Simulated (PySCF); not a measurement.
## Identify the compound

An unknown has the formula C4H14N2Si2. Its calculated NMR data are:

1H NMR (500 MHz, computed): δ 6.84 (m, 1H), 6.62 (m, 1H), 6.40 (m, 1H), 5.20 (m, 1H), 5.16 (m, 1H), 4.95 (m, 1H), 2.51 (s, 6H), -0.52 (br s, 2H).

13C{1H} NMR (computed): δ 147.4 (CH2), 142.3 (CH), 41.0 (CH3).

Theoretical values (PySCF): geometry: GFN2-xTB, shielding tensors at PBE0/pcSseg-1 (GIAO). A single conformation, isolated molecule, non-relativistic, equivalent nuclei averaged.

Scale: 1H (31.72 ppm) and 13C (186.93 ppm) vs TMS (reference shieldings calculated alike).

Deduce the structure.

## Answers


1. The formula gives 1 degree of unsaturation (no ring in the answer).
2. 3 carbon signals for 4 carbons: some carbons are equivalent by symmetry or fast rotation.
3. Carbon types of the structure: 1 × CH, 1 × CH2, 2 × CH3, leaving 5 H on heteroatoms.
4. δC 147.4: terminal =CH2 carbon; the olefinic region.
5. δC 142.3: alkene CH; an sp2 carbon of a C=C bond.
6. δC 41.0: methyl carbon bonded to N; deshielded by the electronegative neighbour.
7. δH 6.84, 6.40: hydrogen on a terminal =CH2 carbon; olefinic region.
8. δH 6.62: hydrogen on an alkene CH; attached to an sp2 carbon and in the plane of the double bond.
9. δH 2.51: hydrogen on a methyl carbon bonded to N; its carbon carries N, which withdraws density.
10. δH -0.52: hydrogen on a nitrogen bonded to Si; labile proton, position sensitive to the medium.

Structure: `C=C[Si@@H]([SiH2]N)N(C)C`.

The data come from this structure; uniqueness wasn't tested.

Exchangeable OH/NH protons stand at their gas-phase positions; hydrogen bonding in a real sample shifts them, mostly to higher δ. Shifts are as computed. Against solution values, carbons near 30 ppm lie about +3 ppm off and those near 130 ppm about +5 ppm. Of 1309 compounds with measured shifts, 239 miss one by over three times the rms of a fit or turn the order of signals round; such compounds aren't used in these exercises. Multiplicities follow the n + 1 count of equivalent neighbours, as no J values were calculated; m marks all less simple cases, F and P coupling included.
